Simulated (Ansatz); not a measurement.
`CCCCC(=O)OC(C)C` and `CCCCC(N)=O` differ in one atom or group.

Ansatz, PBE0-D4/def2-TZVP geometries, multiplicity 1. Each molecule was computed in one conformer, which needn't be the lowest.

```
                                        property  `CCCCC(=O)OC(C)C`
               HOMO energy (PBE/def2-TZVPP) / eV              -6.05
           LUMO energy (ωB97M-V/def2-TZVPP) / eV               2.38
size of the dipole moment (B3LYP/def2-TZVPP) / D               1.98
  size of the dipole moment (PBE/def2-TZVPP) / D               1.93
             LUMO energy (B3LYP/def2-TZVPP) / eV               0.16
         HOMO–LUMO gap (ωB97M-V/def2-TZVPP) / eV              12.50
```

Give the same properties after the change, and the shifts. (Best estimate.)

The calculation gave: 
```tsv
property	`CCCCC(N)=O`	shift
HOMO energy (PBE/def2-TZVPP) / eV	-5.63	0.42
LUMO energy (ωB97M-V/def2-TZVPP) / eV	2.23	-0.15
size of the dipole moment (B3LYP/def2-TZVPP) / D	3.65	1.67
size of the dipole moment (PBE/def2-TZVPP) / D	3.53	1.60
LUMO energy (B3LYP/def2-TZVPP) / eV	0.46	0.30
HOMO–LUMO gap (ωB97M-V/def2-TZVPP) / eV	11.94	-0.56
```

With PBE0 the HOMO rises by 0.43 eV and the LUMO rises by 0.33 eV, so the gap narrows by about 0.10 eV. PBE moves the HOMO by 0.42 eV and ωB97M-V by 0.41 eV. Dipoles are sizes alone; their direction can turn.

B3LYP here is the variant with VWN-RPA as its local correlation; programs differ in this.

Positive LUMOs are unbound, so they and the gaps depend on the basis.
